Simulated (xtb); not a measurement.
xtb input:

```bash
xtb mol.xyz --gfn 2 --sp --chrg -1 --uhf 0
```
mol.xyz:
```
3

O      0.72648472    -0.37165007     0.01184410
O     -0.57788575     0.41299156    -0.01217155
H     -1.18879170    -0.33073200     0.00261956
```

What final total energy does it print?

-8.70722 Eh (GFN2-xTB).
